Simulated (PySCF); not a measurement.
Computed with PySCF with PBE-D3(BJ)/def2-TZVP // B3LYP-D3(BJ)/def2-SVP. Gas-phase values, no solvent. One relaxed conformer stands for a flexible species; it need not be the lowest. Excitations are Tamm–Dancoff values on a coarser integration grid. The basis has no diffuse functions, so Rydberg states are missing or too high.

Reference species (SMILES): `c1c(cccc1C(=C)[SiH3])S` (Si–C–C–C torsion 38°, C–C–S–H torsion 178°) (neutral, multiplicity 1).

| Property | Value |
|---|---|
| T1 excitation (TDA) | 3.10 eV |
| HOMO | -5.43 eV |
| HOMO–LUMO gap | 3.29 eV |

Changed species: `Sc1ccccc1C(=C)[SiH3]` (Si–C–C–C torsion -98°, C–C–S–H torsion 22°).

Q: What does the change do to the T1 excitation (TDA), HOMO and HOMO–LUMO gap?

A: the T1 excitation (TDA) rises by 0.32 eV, to 3.42 eV; the HOMO is nearly the same; the HOMO–LUMO gap increases by 0.29 eV, to 3.58 eV.
